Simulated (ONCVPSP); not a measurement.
**Building the ONCV potential for Mg (Z = 12) (LDA (Perdew-Zunger), non-relativistic).**

* Element: Mg (Z = 12)
* Generator: ONCVPSP 4.0.1
* Type: optimised norm-conserving Vanderbilt (ONCV)
* Functional: LDA (Perdew-Zunger)
* Relativity: non-relativistic
* Frozen core: [Ne]
* Valence charge: 2
* Reference configuration: 3s1.75 3p0.25
* Partial waves: 3s: rc 2.40 bohr, ncon 4, nbas 8, qcut 3.4 1/bohr, local; 3p: rc 3.45 bohr, ncon 4, nbas 7, qcut 2.7 1/bohr, 3 projectors, debl 2.9 Ha; d scattering state at 0.14 Ha: rc 3.50 bohr, ncon 4, nbas 8, qcut 2.7 1/bohr, 2 projectors, debl 1.3 Ha
* Local potential: the s channel
* Core correction: Teter function fitted to the true core (icmod 2), fcfact 0.55

All-electron outer shells of the reference configuration (LDA (Perdew-Zunger), non-relativistic, ld1.x):

```tsv
shell	level (eV)	outermost node (bohr)	outermost maximum (bohr)
2s	-79.53	0.18	0.55
2p	-47.29	–	0.48
3s	-5.05	0.91	2.50
3p	-1.60	0.95	3.46
```

Question: Does the generator finish with these settings?

Answer: Yes, a potential is produced and its reference levels are reproduced.

Question: Estimate the cutoffs (Ha) at which the residual kinetic energy of the hardest occupied pseudo-wave falls to 1 and 0.1 mHa per electron.

Answer: 3.9 Ha and 5.3 Ha. The cutoffs count occupied waves only; projector 2 of the d channel, the hardest unoccupied one, needs 20 Ha at the loose tolerance.

Question: Does the potential have ghost states?

Answer: No bound ghost flagged; no localised positive-energy state flagged.

Question: Which valence shell sets the plane-wave cutoff?

Answer: 3s: 4 Ha for 1 mHa per electron, against 1 Ha for 3p.

Question: Tests: 3s2 3p0; 3s1 3p0; 3s1.5 3p0; 3s0 3p1. Which has the largest error in its energy relative to the reference configuration, and how large is it?

Answer: 3s0 3p1, with +4.0 meV (all-electron minus pseudo) on +11.57 eV.
